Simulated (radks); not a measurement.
Question: Valence configurations of Al II (all share [Ne]). Calculated with a radial shooting solver on a logarithmic mesh with Libxc functionals: Dirac Kohn-Sham, LDA (Slater exchange, Perdew-Wang correlation), spin-unpolarised, spherical densities, finite nucleus; open shells fill j = l - 1/2 first; Fermi nuclear charge, rms radius 3.061 fm. Order these by energy: 3s0.5 3p1.5; 3s2; 3s1 3p1; 3p2; 3s1.5 3p0.5.

Answer: From the lowest, in eV above it: 3s2 0.000; 3s1.5 3p0.5 2.887; 3s1 3p1 5.801; 3s0.5 3p1.5 8.743; 3p2 11.712. NIST lists [Ne] 3s2 as the ground configuration; this level of theory agrees among the configurations tried. The energies are those of spherical spin-averaged densities, not of single terms.
